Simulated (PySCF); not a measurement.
Species: C₅H₁₁N₂Si (doublet state).
SMILES with atom numbers: `[CH3:1][C:2]#[C:3][CH:4][Si:5]([CH3:6])([NH2:7])[NH2:8]` (hydrogens: H9, H10, H11 on C1; H12 on C4; H13, H14, H15 on C6; H16, H17 on N7; H18, H19 on N8)

Structure used (GFN2-xTB), in Å, numbered top down from 1:
```
atom  x, y, z in Å
C1     3.6945    0.8988   -0.3324
C2     2.5034    0.1471   -0.0183
C3     1.5090   -0.5077    0.2495
C4     0.3590   -1.1779    0.5207
Si5   -1.3429   -0.4683    0.1735
C6    -1.4816    1.2826    0.9143
N7    -1.8039   -0.2884   -1.4920
N8    -2.4342   -1.6846    0.7499
H9     3.4964    1.9699   -0.2675
H10    4.5025    0.6441    0.3555
H11    4.0238    0.6698   -1.3486
H12    0.4559   -2.1772    0.9203
H13   -0.6922    1.9277    0.5422
H14   -1.3986    1.2616    1.9967
H15   -2.4329    1.7415    0.6634
H16   -1.3437    0.4352   -2.0200
H17   -1.8514   -1.1280   -2.0473
H18   -3.4021   -1.5844    0.4910
H19   -2.3707   -1.9524    1.7182
```

The hyperfine couplings belong to this conformer and change with its torsions.

Level of theory: UKS B3LYP, pcH-1 on C H N Si, non-relativistic, mean-field spin-orbit, GIAO in PySCF 2.14.0. Geometry: GFN2-xTB, one conformer, isolated molecule. GFN2-xTB frequencies show an imaginary mode (21i cm⁻¹), so this geometry is no minimum at that level. A GFN2-xTB geometry isn't a minimum of the functional, and hyperfine couplings can be far from their values at a DFT geometry. No stability test was run, so a lower SCF solution isn't excluded.

Q: The isotropic 13C couplings are -58.9, +56.9, +42.0, -18.8, +4.5 MHz. Assign them to C1; C2; C3; C4; C6.

A: 
```
site  a_iso (MHz)  ρ(0) (bohr⁻³)                 position  distance from C4 (Å)  spin population  largest |T| (MHz)
  C1        -18.8        -0.0167           1 bond from C2                  4.02            -0.04                1.2
  C2        +42.0        +0.0374         a main spin site                  2.58            +0.50               76.8
  C3        -58.9        -0.0524           1 bond from C2                  1.36            -0.24               20.0
  C4        +56.9        +0.0507  largest spin population                  0.00            +0.74              110.5
  C6         +4.5        +0.0040          2 bonds from C4                  3.10             0.00                1.9
```

Q: Match the computed a_iso(1H) values -47.5, +42.3, +1.8, -0.9 MHz (means over equivalent nuclei) with the sites H9/H10/H11; H12; H13/H14/H15; H16/H17/H18/H19.

A: 
```csv
site,a_iso (MHz),ρ(0) (bohr⁻³),position,distance from C4 (Å),bound to,spin population there,largest |T| (MHz)
H9/H10/H11,+42.3,+0.0095,2 bonds from C2,4.52,C1,-0.04,5.0
H12,-47.5,-0.0106,1 bond from C4,1.08,C4,+0.74,26.5
H13/H14/H15,+1.8,+0.0004,3 bonds from C4,3.56,C6,0.00,2.4
H16/H17/H18/H19,-0.9,-0.0002,3 bonds from C4,3.43,N7/N8,+0.01,3.0
```

ρ(0) is the spin density at the nucleus and T the dipolar tensor; a_iso includes a spin–orbit part; entries for several nuclei are means. The largest Mulliken spin populations are on C4 (+0.74), C2 (+0.50) and C3 (-0.24). The angles at C4 add up to 360.0°, so it is planar; its axial dipolar tensor and the negative coupling of its proton fit spin in a p orbital normal to that plane. Main spin sites, with 60 % or more of the largest population: C2, C4; positions count bonds from the nearest.

Means are taken over nuclei equivalent by connectivity, which assumes that they swap fast. The three 1H nuclei of mean +42.3 MHz run from 20.7 to 79.1 MHz in the frozen geometry. The three 1H nuclei of mean +1.8 MHz run from -0.5 to 5.3 MHz in the frozen geometry.
